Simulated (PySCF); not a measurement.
Numbering as in the mapped SMILES `[O:1]=[C:2]([OH:3])[CH2:4][c:5]1[cH:6][cH:7][cH:8][cH:9][c:10]1[F:11]`; H(Xn) means a hydrogen on atom n.

- shieldings: GIAO PBE0/pcSseg-1
- GFN2-xTB structure
- run in PySCF 2.14
- one averaged value for each set of equivalent atoms, in vacuum, non-relativistic Hamiltonian, one conformer

References, each an isolated molecule treated in the same way: ¹³C (186.93 ppm) against TMS.

Question: Do the ¹³C shifts follow the atomic charges (in e)? Tabulate both.

Answer: 
```json
{"atoms": "C2", "hybridisation": "sp2", "δ (ppm)": "176.5", "σ para (ppm)": "-241", "Hirshfeld": "+0.21", "IAO": "+0.54", "Mulliken": "+0.45", "ESP-fitted": "+0.78"}
{"atoms": "C10", "hybridisation": "sp2", "δ (ppm)": "171.7", "σ para (ppm)": "-232", "Hirshfeld": "+0.09", "IAO": "+0.29", "Mulliken": "+0.43", "ESP-fitted": "+0.34"}
{"atoms": "C6", "hybridisation": "sp2", "δ (ppm)": "137.9", "σ para (ppm)": "-202", "Hirshfeld": "-0.04", "IAO": "-0.14", "Mulliken": "+0.00", "ESP-fitted": "-0.16"}
{"atoms": "C8", "hybridisation": "sp2", "δ (ppm)": "134.9", "σ para (ppm)": "-203", "Hirshfeld": "-0.04", "IAO": "-0.14", "Mulliken": "-0.06", "ESP-fitted": "-0.07"}
{"atoms": "C7", "hybridisation": "sp2", "δ (ppm)": "129.0", "σ para (ppm)": "-196", "Hirshfeld": "-0.05", "IAO": "-0.16", "Mulliken": "-0.07", "ESP-fitted": "-0.23"}
{"atoms": "C5", "hybridisation": "sp2", "δ (ppm)": "128.7", "σ para (ppm)": "-207", "Hirshfeld": "-0.01", "IAO": "-0.03", "Mulliken": "-0.39", "ESP-fitted": "-0.04"}
{"atoms": "C9", "hybridisation": "sp2", "δ (ppm)": "121.3", "σ para (ppm)": "-191", "Hirshfeld": "-0.06", "IAO": "-0.19", "Mulliken": "-0.13", "ESP-fitted": "-0.32"}
{"atoms": "C4", "hybridisation": "sp3", "δ (ppm)": "37.0", "σ para (ppm)": "-99", "Hirshfeld": "-0.08", "IAO": "-0.32", "Mulliken": "-0.13", "ESP-fitted": "-0.34"}
```

Correlation coefficients of δ with charge over these carbons: Hirshfeld +0.70, IAO +0.78, Mulliken +0.61, ESP-fitted +0.73; with the paramagnetic shielding -0.99. Among the 7 sp2 carbons alone: Hirshfeld +0.93, IAO +0.94, Mulliken +0.93, ESP-fitted +0.94. With so few points, grouped by hybridisation, these coefficients are fragile. Charge is one influence among several: hybridisation and low-lying excitations act through the paramagnetic term.

Shifts are as computed. Against solution values, carbons near 30 ppm lie about +3 ppm off and those near 130 ppm about +5 ppm. Of 1211 compounds with measured shifts, 218 miss one by over three times the rms of a fit or turn the order of signals round; such compounds aren't used in these exercises. The C=O carbon of an acid or of an amide with N–H lies up to 10 ppm further downfield in solution, through hydrogen bonding that the calculation lacks.
